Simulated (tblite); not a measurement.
Species: C5H5FOSi.
Atom-mapped SMILES: `[CH:1]#[C:2][Si@@H:3]([F:4])[C:5](=[O:6])[CH:7]=[CH2:8]` (hydrogens: H9 on C1; H10 on Si3; H11 on C7; H12, H13 on C8)

Computed with GFN2-xTB (tblite), gas phase: L-BFGS steps from a force-field or distance-geometry start until the largest atomic force falls under 0.01 eV/Å.

At the end of the run (lengths in Å): C2–Si3 1.845, Si3–H10 1.450, Si3–C5 1.926, C5=O6 1.217, C1–H9 1.052, Si3–F4 1.620, C7=C8 1.328, C2–Si3–C5 108.3°, Si3–C5–O6 120.1°, F4–Si3–C5 106.5°, O6–C5–C7 122.1°, C2–Si3–C5–O6 85°, Si3–C5–C7–C8 -176°, H10–Si3–C5–O6 -42°.

Question: These geometries were met on the way; a selection of coordinates is given. Order them by energy above the end point, lowest first.
A. C2–Si3 1.847, Si3–H10 1.452, Si3–C5 1.929, C5=O6 1.217, C1–H9 1.053, Si3–F4 1.621, C7=C8 1.329, C2–Si3–C5 111.2°, Si3–C5–O6 119.2°, F4–Si3–C5 106.4°, O6–C5–C7 121.7°, C2–Si3–C5–O6 88°, Si3–C5–C7–C8 180°, H10–Si3–C5–O6 -39°
B. C2–Si3 1.844, Si3–H10 1.451, Si3–C5 1.926, C5=O6 1.217, C1–H9 1.052, Si3–F4 1.620, C7=C8 1.328, C2–Si3–C5 109.6°, Si3–C5–O6 120.3°, F4–Si3–C5 106.0°, O6–C5–C7 121.8°, C2–Si3–C5–O6 87°, Si3–C5–C7–C8 -179°, H10–Si3–C5–O6 -41°
C. C2–Si3 1.858, Si3–H10 1.456, Si3–C5 1.925, C5=O6 1.208, C1–H9 1.062, Si3–F4 1.625, C7=C8 1.322, C2–Si3–C5 112.5°, Si3–C5–O6 117.7°, F4–Si3–C5 106.8°, O6–C5–C7 123.5°, C2–Si3–C5–O6 87°, Si3–C5–C7–C8 179°, H10–Si3–C5–O6 -39°
D. C2–Si3 1.892, Si3–H10 1.492, Si3–C5 1.886, C5=O6 1.234, C1–H9 1.070, Si3–F4 1.604, C7=C8 1.340, C2–Si3–C5 113.0°, Si3–C5–O6 117.9°, F4–Si3–C5 108.6°, O6–C5–C7 123.8°, C2–Si3–C5–O6 86°, Si3–C5–C7–C8 179°, H10–Si3–C5–O6 -38°
E. C2–Si3 1.850, Si3–H10 1.450, Si3–C5 1.928, C5=O6 1.219, C1–H9 1.055, Si3–F4 1.622, C7=C8 1.330, C2–Si3–C5 112.3°, Si3–C5–O6 118.2°, F4–Si3–C5 106.2°, O6–C5–C7 122.6°, C2–Si3–C5–O6 87°, Si3–C5–C7–C8 179°, H10–Si3–C5–O6 -39°

Answer: B (0.003 eV), A (0.007 eV), E (0.013 eV), C (0.028 eV), D (0.108 eV).

```json
{"step": "23", "E above end (eV)": "0.003", "rms distance from the end, all atoms (Å)": "0.039", "largest force (eV/Å)": "0.062", "rms shift of all bonds from the end (Å)": "0.001"}
{"step": "11", "E above end (eV)": "0.007", "rms distance from the end, all atoms (Å)": "0.069", "largest force (eV/Å)": "0.051", "rms shift of all bonds from the end (Å)": "0.001"}
{"step": "4", "E above end (eV)": "0.013", "rms distance from the end, all atoms (Å)": "0.076", "largest force (eV/Å)": "0.237", "rms shift of all bonds from the end (Å)": "0.002"}
{"step": "2", "E above end (eV)": "0.028", "rms distance from the end, all atoms (Å)": "0.077", "largest force (eV/Å)": "0.847", "rms shift of all bonds from the end (Å)": "0.007"}
{"step": "0", "E above end (eV)": "0.108", "rms distance from the end, all atoms (Å)": "0.080", "largest force (eV/Å)": "1.856", "rms shift of all bonds from the end (Å)": "0.024"}
```

Rows stand in the order of the answer.
